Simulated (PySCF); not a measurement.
**Ag: excitation energy**

Ag [Kr] 4d10 5s1 (2S) → Ag [Kr] 4d10 5p1 (2P), as a difference of total energies. Calculation: PySCF 2.14, in x2c-TZVPPall with one added diffuse shell each of s, p, d, f type (9s7p7d3f1g, 95 functions); scalar relativity by spin-free X2C-1e. Correlated levels: valence: [Kr] frozen; valence and next inner shell: [Ar] 3d10 frozen. The calculations carry no spin-orbit coupling.

```
                                method  excitation energy (eV)
                                   UHF                   3.072
                                   LDA                   3.963
                                  PBE0                   3.636
                               r2SCAN0                   3.646
                             BHandHLYP                   3.597
                                M06-2X                   3.474
                                 wB97X                   3.689
                         MP2 (valence)                   3.750
                     SCS-MP2 (valence)                   3.667
    MP2 (valence and next inner shell)                   3.843
SCS-MP2 (valence and next inner shell)                   3.729
```

Problem. Estimate what PBE gives.

Solution. 3.763 eV, closest to MP2 (valence) among the rows shown.

Problem. Estimate what r2SCAN gives.

Solution. 3.722 eV, closest to SCS-MP2 (valence and next inner shell) among the rows shown.

Errors of the correlated levels include the incompleteness of this basis and the frozen core.

For comparison: 3.740 eV (measured; NIST levels, between the centres of gravity of the two terms).
